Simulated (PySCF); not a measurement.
# Correlation energy of Si²⁺ (silicon, charge +2)

[Ne] 3s2, closed-shell 1S. Computed with PySCF 2.14 in def2-SVP (4s3p1d, 18 functions), with the non-relativistic Hamiltonian (point nucleus). Frozen: [Ne]; 2 electrons correlated.

Total MP2 correlation energy: -29.34 mhartree.

Same-spin part 0.00 and opposite-spin part -29.34 mhartree; SCS-MP2 scales them by 1/3 and 6/5 to -35.20 mhartree.

With two correlated electrons CCSD is exact within the correlated space (frozen core and kept virtual orbitals).

```
level  correlation energy (mhartree)
 CCSD                         -43.61
```

Diagnostics: T1 = 0.0060, D1 = 0.0084, largest double amplitude 0.117.

Cost of the coupled-cluster step: 0.03 s of wall time on 1 thread of Neoverse-V2 (shared host), for 2 correlated electrons.
